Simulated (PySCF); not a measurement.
C₄H₁₂OSi₂, SMILES C(=O)(C)[SiH2][SiH2]CC, GFN2-xTB optimised geometry.

```
19

C     -2.41    -1.97    -0.19
C     -2.46    -0.94     0.92
Si    -1.53     0.67     0.49
Si     0.67     0.16    -0.02
C      1.60     1.84     0.00
C      3.11     1.84     0.00
O      0.96     2.87     0.00
H     -2.96    -2.87     0.08
H     -2.85    -1.57    -1.11
H     -1.38    -2.25    -0.41
H     -3.51    -0.71     1.14
H     -2.05    -1.38     1.83
H     -2.23     1.29    -0.64
H     -1.66     1.57     1.64
H      0.94    -0.38    -1.36
H      1.42    -0.73     0.88
H      3.46     1.26    -0.85
H      3.51     2.86    -0.05
H      3.45     1.36     0.91
```

Density from PBE0/def2-SVP run with PySCF at that geometry.

Minimum of the electron density along straight lines between bonded atoms, close to the bond critical point (lines longer than 1.1 times the sum of covalent radii, or with two minima, are not listed):

```
bond     length / Å  ρ at the minimum / e bohr⁻³  ∇²ρ there / e bohr⁻⁵  position (fraction from the first atom)
-------  ----------  ---------------------------  --------------------  ---------------------------------------
C1–C2         1.523                        0.240                 -0.53                                     0.50
C2–Si3        1.910                        0.110                  0.31                                     0.62
Si4–C5        1.924                        0.110                  0.29                                     0.38
C5–C6         1.503                        0.259                 -0.62                                     0.51
C5–O7         1.213                        0.404                  0.43                                     0.33
C1–H9         1.088                        0.277                 -1.01                                     0.62
C1–H10        1.089                        0.275                 -0.99                                     0.62
C2–H11        1.091                        0.272                 -0.96                                     0.62
C2–H12        1.092                        0.271                 -0.96                                     0.62
Si3–H13       1.471                        0.115                  0.31                                     0.49
Si3–H14       1.469                        0.116                  0.32                                     0.49
Si4–H15       1.473                        0.114                  0.32                                     0.49
Si4–H16       1.473                        0.114                  0.31                                     0.49
C6–H17        1.088                        0.274                 -1.00                                     0.63
C6–H18        1.088                        0.276                 -1.03                                     0.64
C6–H19        1.088                        0.273                 -0.99                                     0.63
```
